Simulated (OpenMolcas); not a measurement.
V2+: ligand-field states by method

V2+ with 6 ligands (ammonia) in octahedral coordination (S6) at 2.21 Å. Ligand basis ANO-RCC-VDZP.
```
V     0.0000    0.0000    0.0000
N     2.2100    0.0000    0.0000
H     2.5921    0.9457    0.0000
H     2.5921   -0.4729    0.8190
H     2.5921   -0.4729   -0.8190
N     0.0000    2.2100    0.0000
H     0.0000    2.5921    0.9457
H     0.8190    2.5921   -0.4729
H    -0.8190    2.5921   -0.4729
N    -2.2100    0.0000    0.0000
H    -2.5921   -0.9457    0.0000
H    -2.5921    0.4729   -0.8190
H    -2.5921    0.4729    0.8190
N     0.0000   -2.2100    0.0000
H     0.0000   -2.5921   -0.9457
H    -0.8190   -2.5921    0.4729
H     0.8190   -2.5921    0.4729
N     0.0000    0.0000    2.2100
H     0.9457    0.0000    2.5921
H    -0.4729    0.8190    2.5921
H    -0.4729   -0.8190    2.5921
N     0.0000    0.0000   -2.2100
H    -0.9457    0.0000   -2.5921
H     0.4729   -0.8190   -2.5921
H     0.4729    0.8190   -2.5921
```

```
Program             : OpenMolcas 26.06
Basis               : ANO-RCC-VTZP [6s5p3d2f1g]
Scalar Hamiltonian  : DKH2, point nucleus
Active space        : 3 electrons in 5 orbitals (3d)
State averaging     : 2S+1 = 4 even, 10 roots; 2S+1 = 2 even, 40 roots
Spin-orbit coupling : RASSI with atomic mean-field integrals over the reference wave functions
```

I. CASSCF
II. SS-CASPT2, IPEA 0.25 Eh, imaginary shift 0.1 Eh (closed shells correlated: 3s 3p and the ligand valence shells)
III. SS-CASPT2, IPEA 0.25 Eh, sigma2 regulariser 0.3 Eh (closed shells correlated: 3s 3p and the ligand valence shells)

Spin-free states in cm-1, each column counted from its own energy of the first state listed:

```
   State  Degeneracy      I     II    III
2S+1 = 4           1      0      0      0
2S+1 = 4           1  14444  15730  15730
2S+1 = 4           2  14534  16070  16070
2S+1 = 2           2  16093  12030  12040
2S+1 = 2           1  16888  13010  13010
2S+1 = 2           2  16927  12890  12900
2S+1 = 4           1  22385  23690  23690
2S+1 = 4           2  22483  23690  23690
2S+1 = 2           2  23283  18200  18220
2S+1 = 2           1  23330  18270  18280
2S+1 = 2           1  27892  25210  25260
2S+1 = 2           1  30837  28330  28370
2S+1 = 2           2  30899  28480  28520
2S+1 = 2           2  31259  28530  28550
2S+1 = 2           1  31347  28520  28540
2S+1 = 2           2  32997  29830  29830
2S+1 = 4           1  34928  36390  36400
2S+1 = 4           2  35089  36440  36440
2S+1 = 2           1  37133  33790  33810
2S+1 = 2           2  37200  34030  34060
```

From I to II, I's first state of the same spin (2S+1 = 4) moves from 14444 to 15730 cm-1, by about +1300 cm-1.

From I to II, I's first state of another spin (2S+1 = 2) moves from 16093 to 12030 cm-1, by about -4100 cm-1.

χT at 300 K: I 1.86, II 1.86, III 1.86 cm3 K/mol.

Roots that are degenerate in the reference are averaged as groups; the widest CASPT2 spread within a group is 130 cm-1 (the 2-fold group of multiplicity 2 near 29800 cm-1 above the lowest state of its run, III). Shifts and gaps below about the spread of the groups concerned are not significant. Over all roots computed the reference weight is 0.69 to 0.70 in II, 0.69 to 0.70 in III; a low but even weight reflects the number of correlated electrons. Ligand-to-metal charge-transfer states are missing. With no ligand orbital active B as a rule stays too high, so bands that hang on it stand too high and its fall with covalency is understated. Without dynamic correlation the repulsion within the d shell is too large (B by tens of per cent), so at a given field states of lower spin stand too high (holds for I). With metal d orbitals alone and no dynamic correlation the field as a rule comes out too small, by tens of per cent, by up to half for chloride and softer ligands (holds for I). With one d shell and no ligand orbital active, 10Dq can be off by tens of per cent for divalent 3d ions, low with halides held by bare charges and at times high in hosts (holds for II; III). No measured value stands beside these numbers; the geometry was imposed, not optimised, and the real ion may take another.
